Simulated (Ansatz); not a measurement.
CH2AlF3O2, SMILES [OH][Al]([OH])[C](F)(F)F. Atoms are numbered in the order given.

```xyz
9

Al     0.3245     0.6814     0.4662
C     -0.3819    -0.8739    -0.5791
F     -1.7300    -0.9861    -0.4484
F      0.1387    -2.0637    -0.2041
F     -0.1353    -0.7483    -1.9077
O      1.3479     0.3224     1.7600
H      1.7965     0.8779     2.4007
O     -0.2015     2.1931    -0.0687
H     -0.0394     3.0882     0.2348
```

Geometry: B3LYP-D3(BJ)/def2-SVP. The structure was generated by enumeration; whether it is a known compound was not checked. The values are those of a single conformer.

Two levels are set side by side: PBE-D3(BJ)/def2-SVP (Ansatz, a program for electronic structure) and B3LYP-D3(BJ)/def2-SVP (Ansatz). Each level has its own optimised geometry; the coordinates shown are those of the second. Differences are taken from unrounded values.

```
quantity              B3LYP-D3(BJ)  PBE-D3(BJ)  PBE-D3(BJ) minus B3LYP-D3(BJ)
--------------------  ------------  ----------  -----------------------------
mean bond length (Å)         1.421       1.432                          0.011
bond Al1–C2 (Å)              2.003       2.011                          0.008
bond Al1–O6 (Å)              1.688       1.706                          0.018
bond Al1–O8 (Å)              1.688       1.705                          0.018
bond C2–F3 (Å)               1.359       1.369                          0.010
bond C2–F4 (Å)               1.352       1.361                          0.009
bond C2–F5 (Å)               1.357       1.367                          0.009
bond O6–H7 (Å)               0.959       0.968                          0.009
bond O8–H9 (Å)               0.959       0.968                          0.009
```

GGA bonds tend to be longer and softer than those of functionals with exact exchange. Differences between two approximate levels are no errors against the true value.
